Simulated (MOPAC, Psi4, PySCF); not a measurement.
Two rigid molecules brought together: HLiO ··· H3N (SMILES [Li][OH] and N). Monomers: optimised at B3LYP-D3(BJ) (def2-TZVP), held rigid. Orientation: a higher rigid-body minimum at GFN2-xTB (searched outside a hard wall at short contacts). The monomers approach along the line of their centres of mass (distance R); nothing else relaxes. The shortest distances reach bonding range, where SAPT0 and rigid monomers are unreliable.

Geometry at R = 3.26 Å (first 3 atoms: monomer A):
```
7

Li    -0.8318    -0.7893    -0.7412
O      0.1215     0.1194     0.1178
H      0.7103     0.6699     0.6234
N     -2.0641    -2.6195    -0.6481
H     -2.3925    -2.4702     0.2992
H     -2.8814    -2.6939    -1.2428
H     -1.5944    -3.5175    -0.6667
``` The table gives interaction energies.

| R / Å | A | B | C |
|---|---|---|---|
| 2.85 | -71.71 | -88.32 | -58.84 |
| 3.10 | -92.84 | -103.83 | -74.19 |
| 3.26 | -88.24 | -100.19 | -72.10 |
| 3.42 | -77.56 | -92.23 | -66.42 |
| 3.68 | -55.96 | -76.60 | -54.91 |
| 3.95 | -35.19 | -61.36 | -43.50 |
| 4.25 | -18.43 | -47.69 | -33.11 |
| 4.80 | -3.61 | -30.48 | -20.27 |
| 5.44 | 0.22 | -18.55 | -12.15 |
| 6.45 | -0.22 | -9.06 | -6.18 |
| 7.73 | -0.71 | -3.58 | -3.12 |

Energies in kJ/mol.

Assign the columns to these levels of theory: Psi4 with B3LYP/def2-TZVP, counterpoise-corrected; MOPAC with PM3, restricted, heats of formation; restricted B3LYP/6-31G*, spherical d, no counterpoise correction in PySCF.

A is PM3; B is RKS-B3LYP/6-31G*; C is B3LYP/def2-TZVP.
